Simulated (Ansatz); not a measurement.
CH8Al2Si, SMILES `[CH3][Al]([AlH2])[SiH3]`, relaxed with RKS PBE0-D4/def2-TZVP in Ansatz from a PBE-D4/def2-SVP geometry. The force threshold is 0.005 eV/Å; the program also tests the step.

The species carries charge 0 and has multiplicity 1.

Start:

```xyz
12

C     1.781   -0.876    0.709
Al    0.080   -0.208   -0.045
Al   -1.769   -1.817   -0.996
Si   -0.339    2.231    0.032
H     1.678   -0.938    1.817
H     2.054   -1.891    0.355
H     2.629   -0.186    0.513
H    -3.142   -1.265   -1.633
H    -1.600   -3.421   -0.987
H     0.918    3.072    0.032
H    -1.082    2.575    1.307
H    -1.207    2.725   -1.103
```

Q: How much energy does the relaxation release, and in how many steps? (Estimate.)

A: Ansatz gave: 9.13 kJ/mol, in 40 steps, 4 of them rejected.

Q: Which bonds change most? (Estimate.)

A: Ansatz gave: Al2–Al3 from 2.629 to 2.593 Å; Si4–H11 from 1.516 to 1.495 Å; Si4–H10 from 1.512 to 1.493 Å; C1–H5 from 1.115 to 1.096 Å.

Q: Give the relaxed structure. (Estimate.)

A: Ansatz gave: 
```xyz
12

C     1.889   -0.838    0.447
Al    0.080   -0.242   -0.033
Al   -1.783   -1.791   -0.958
Si   -0.431    2.154    0.296
H     2.090   -0.607    1.499
H     2.069   -1.904    0.294
H     2.631   -0.280   -0.135
H    -1.978   -2.040   -2.523
H    -2.829   -2.528   -0.003
H     0.743    3.000    0.661
H    -1.443    2.321    1.384
H    -1.040    2.755   -0.929
```
